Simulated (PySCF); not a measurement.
**Correlation energy of Mg⁺ (magnesium, charge +1)**

[Ne] 3s1, 2S determinant. Computed with PySCF 2.14 in x2c-QZVPPall with one added diffuse shell each of s, p, d, f type (10s7p6d3f, 82 functions), with scalar relativity by spin-free X2C-1e. Frozen: 1s2; 9 electrons correlated.

| level | correlation energy (mhartree) |
| --- | --- |
| CCSD | -264.09 |
| (T) | -2.43 |
| CCSD(T) | -266.52 |

Diagnostics: T1 = 0.0047, D1 = 0.0163, largest double amplitude 0.012.

Cost of the coupled-cluster step: roughly 24 core-seconds, for 9 correlated electrons.

Iterations:

```
CC2 = 0
CCSD nocc = (np.int64(5), np.int64(4)), nmo = (81, 81)
frozen orbitals [[0], [0]]
max_cycle = 100
direct = 0
conv_tol = 1e-08
conv_tol_normt = 1e-06
diis_space = 8
diis_start_cycle = 0
Init t2, MP2 energy = -0.259274118409346
Init E_corr(UCCSD) = -0.259274118410925
cycle = 1  E_corr(UCCSD) = -0.262537602905727  dE = -0.00326348449  norm(t1,t2) = 0.016344
cycle = 2  E_corr(UCCSD) = -0.263902922458138  dE = -0.00136531955  norm(t1,t2) = 0.00468944
cycle = 3  E_corr(UCCSD) = -0.264086783642929  dE = -0.000183861185  norm(t1,t2) = 0.00188969
cycle = 4  E_corr(UCCSD) = -0.26410215817024  dE = -1.53745273e-05  norm(t1,t2) = 0.000280733
cycle = 5  E_corr(UCCSD) = -0.264088450544522  dE = 1.37076257e-05  norm(t1,t2) = 4.79043e-05
cycle = 6  E_corr(UCCSD) = -0.26408846385842  dE = -1.33138981e-08  norm(t1,t2) = 4.18772e-06
cycle = 7  E_corr(UCCSD) = -0.264088653362161  dE = -1.89503741e-07  norm(t1,t2) = 7.04454e-07
cycle = 8  E_corr(UCCSD) = -0.264088656758153  dE = -3.39599215e-09  norm(t1,t2) = 9.16318e-08
UCCSD converged
E(UCCSD) = -199.942717491985  E_corr = -0.264088656758153
UCCSD(T) correction = -0.00243317103632056
```

This basis was not built for core-valence correlation, so the inner-shell part is incomplete.
